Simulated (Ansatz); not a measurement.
Relaxation of C₂H₇BF₂Si (13 atoms, charge 0, multiplicity 1), to a largest force component of 0.015 eV/Å in at most 40 steps.

All numbers below come from RKS CAM-B3LYP/6-31G (Ansatz 0.2.0).

```xyz
13
Properties=species:S:1:pos:R:3
C -0.762 -1.191 -1.178
Si -0.251 -0.887 0.571
C 0.957 0.517 0.635
F 1.548 0.638 1.935
B 0.296 1.873 0.211
F 0.773 2.629 -0.922
H -1.286 -0.227 -1.555
H 0.106 -1.353 -1.835
H -1.518 -1.980 -1.184
H 0.392 -2.115 1.083
H -1.417 -0.569 1.441
H 1.850 0.304 -0.023
H -0.666 2.325 0.837
```

**Question.** Where does it end, and by what steps?

**Answer.** The run converged. The force dipped under the threshold on the way, but the program's further checks kept it going. Limits of this set-up: no polarisation functions. After 14 steps the energy has fallen by 0.673 eV; F6 moved furthest, 1.03 Å.

```tsv
step	energy less start (eV)	largest force component (eV/Å)	accepted
0	0.0000	2.182	yes
1	-0.3945	1.763	yes
2	-0.4740	1.049	yes
3	-0.5457	0.767	yes
4	-0.6263	0.506	yes
5	-0.6457	0.668	yes
6	-0.6588	0.352	yes
7	-0.6692	0.106	yes
8	-0.6710	0.111	yes
9	-0.6691	0.254	no
10	-0.6721	0.021	yes
11	-0.6725	0.014	yes
12	-0.6727	0.033	yes
13	-0.6728	0.023	yes
14	-0.6728	0.003	yes
```

```xyz
13
Properties=species:S:1:pos:R:3
C -0.730 -1.189 -1.287
Si -0.265 -0.900 0.533
C 0.980 0.593 0.676
F 1.434 0.604 2.056
B 0.309 1.939 0.332
F -0.118 2.113 -0.961
H -1.079 -0.261 -1.746
H 0.130 -1.550 -1.858
H -1.526 -1.935 -1.366
H 0.422 -2.081 1.142
H -1.468 -0.559 1.357
H 1.845 0.375 0.037
H 0.085 2.815 1.099
```

Time of the run: 84 s on 1 thread of Arm Neoverse V2, on a shared host, peak memory 0.2 GiB.
